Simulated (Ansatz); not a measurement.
C2H7ClGe⁺, that is GeHMe2Cl with one electron fewer. Total charge 1; doublet. Geometry PBE0-D4/def2-SVP, that of the neutral singlet; atoms count from 1.

```xyz
11

Ge   -0.5926   -0.1752    0.3304
H    -1.1286   -0.2016    1.7751
C     0.8991   -1.3951    0.0886
H     1.2307   -1.3772   -0.9595
H     0.5997   -2.4204    0.3470
H     1.7392   -1.0963    0.7340
C    -0.1913    1.6305   -0.2613
H    -1.0809    2.2693   -0.1713
H     0.1289    1.6162   -1.3129
H     0.6169    2.0572    0.3521
Cl   -2.2212   -0.9075   -0.9223
```

Problem. Estimate the Mulliken populations from the PBE0/def2-TZVP orbitals of Ansatz.

Solution. 
```json
{"atom": "Ge1", "charge (e)": "0.36", "spin (α − β)": "0.03"}
{"atom": "H2", "charge (e)": "0.13", "spin (α − β)": "-0.01"}
{"atom": "C3", "charge (e)": "-0.40", "spin (α − β)": "0.24"}
{"atom": "H4", "charge (e)": "0.20", "spin (α − β)": "0.00"}
{"atom": "H5", "charge (e)": "0.22", "spin (α − β)": "0.01"}
{"atom": "H6", "charge (e)": "0.21", "spin (α − β)": "0.01"}
{"atom": "C7", "charge (e)": "-0.40", "spin (α − β)": "0.24"}
{"atom": "H8", "charge (e)": "0.22", "spin (α − β)": "0.01"}
{"atom": "H9", "charge (e)": "0.20", "spin (α − β)": "0.00"}
{"atom": "H10", "charge (e)": "0.21", "spin (α − β)": "0.01"}
{"atom": "Cl11", "charge (e)": "0.03", "spin (α − β)": "0.47"}
```
Mulliken values depend strongly on the basis.

Problem. Where does the spin sit?

Solution. Summed by element: Ge 0.03, H 0.01, C 0.48, Cl 0.47, of 1 unpaired in all. Largest on single atoms: Cl11 0.47, C3 0.24, C7 0.24.

Problem. And the Mayer bond orders between heavy atoms (over 0.3)?

Solution. Ge1–C3 0.82 (1.94 Å); Ge1–C7 0.82 (1.94 Å); Ge1–Cl11 1.04 (2.18 Å).
